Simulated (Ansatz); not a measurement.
Ansatz (an electronic-structure program) input (B97M-V/def2-TZVPD):

Ansatz 0.2 input:
```yaml
crystal:
  periodic: [false, false, false]
  atoms:
    - {symbol: Si, position_ang: [-0.24622884, 0.05312612, -0.42862485]}
    - {symbol: Cl, position_ang: [0.39340431, -0.52056076, 1.70471086]}
    - {symbol: C, position_ang: [-1.76771502, -0.46367467, -1.09891695]}
    - {symbol: C, position_ang: [1.28442134, -0.62958997, -1.31220440]}
    - {symbol: C, position_ang: [-0.06539510, 1.92753608, -0.21984139]}
    - {symbol: H, position_ang: [-1.90063601, -1.49780608, -1.41201220]}
    - {symbol: H, position_ang: [-2.69378486, 0.00475496, -0.77014236]}
    - {symbol: H, position_ang: [1.21691085, -1.71821931, -1.38323865]}
    - {symbol: H, position_ang: [2.20113723, -0.38442119, -0.77201087]}
    - {symbol: H, position_ang: [1.34754303, -0.22818016, -2.32721067]}
    - {symbol: H, position_ang: [-0.04960312, 2.41860846, -1.19654525]}
    - {symbol: H, position_ang: [-0.91566517, 2.32178607, 0.34258650]}
    - {symbol: H, position_ang: [0.84556126, 2.18361585, 0.32501314]}
basis:
  gaussian:
    orbitals: def2-TZVPD
hamiltonian:
  xc: {name: B97M-V}
total_charge: -1
output: {forces: true}
```

End of the output:

```
Total energy: -23640.95274111 eV, -868.7889888223 hartree
Atom 0 at    -0.246229     0.053126    -0.428625 Å, force     0.157624     0.073486     0.022748 eV/Å
Atom 1 at     0.393404    -0.520561     1.704711 Å, force    -0.050420     0.048084    -0.174863 eV/Å
Atom 2 at    -1.767715    -0.463675    -1.098917 Å, force     0.058172     0.019773     0.025596 eV/Å
Atom 3 at     1.284421    -0.629590    -1.312204 Å, force    -0.113145     0.042773     0.073739 eV/Å
Atom 4 at    -0.065395     1.927536    -0.219841 Å, force    -0.016325    -0.140645    -0.004614 eV/Å
Atom 5 at    -1.900636    -1.497806    -1.412012 Å, force    -0.021248     0.062445     0.036564 eV/Å
Atom 6 at    -2.693785     0.004755    -0.770142 Å, force     0.043261    -0.059763    -0.015641 eV/Å
Atom 7 at     1.216911    -1.718219    -1.383239 Å, force     0.024712     0.114385    -0.003636 eV/Å
Atom 8 at     2.201137    -0.384421    -0.772011 Å, force    -0.085762    -0.036268    -0.065761 eV/Å
Atom 9 at     1.347543    -0.228180    -2.327211 Å, force     0.008486    -0.056476     0.106735 eV/Å
Atom 10 at    -0.049603     2.418608    -1.196545 Å, force    -0.002612    -0.035451     0.115717 eV/Å
Atom 11 at    -0.915665     2.321786     0.342587 Å, force     0.096813    -0.022204    -0.061985 eV/Å
Atom 12 at     0.845561     2.183616     0.325013 Å, force    -0.099555    -0.010138    -0.054599 eV/Å
Dipole moment:     0.563537     0.309003    -0.026994 e Å
```

It need not be the lowest isomer of its formula. Whether it binds its extra electron was not tested at this geometry.
